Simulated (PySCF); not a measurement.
C₂H₆F₂OSi, SMILES COC(F)(F)[SiH3]. Heavy atoms are numbered as in [CH3:1][O:2][C:3]([F:4])([F:5])[SiH3:6]. Hydrogens are named by the atom that carries them.

Geometry: B3LYP-D3(BJ)/def2-SVP. The structure was generated by enumeration, and PubChem lists no compound with its InChIKey, so it may never have been made. The values are those of a single conformer.

Method: HF/pcSseg-1 (PySCF).

GIAO shieldings, no solvent; atoms alike by connectivity are averaged. δ = σ(ref) − σ: ¹³C against TMS (σ = 192.6 ppm); ¹⁷O against H2O (σ = 333.0 ppm); ¹⁹F against CFCl3 (σ = 238.5 ppm); ²⁹Si against TMS (σ = 393.8 ppm); ¹H against TMS (σ = 31.99 ppm), references at their B3LYP-D3(BJ)/def2-TZVP geometries, non-relativistic.

| nucleus | atoms | count | δ (ppm) |
|---|---|---|---|
| ¹³C | C3 | 1 | 119.3 |
| ¹³C | C1 (CH3) | 1 | 47.7 |
| ¹⁷O | O2 | 1 | 65.2 |
| ¹⁹F | F4 | 2 | -75.4 |
| ²⁹Si | Si6 (SiH3) | 1 | -57.1 |
| ¹H | H on Si6 | 3 | 4.06 |
| ¹H | H on C1 | 3 | 3.91 |
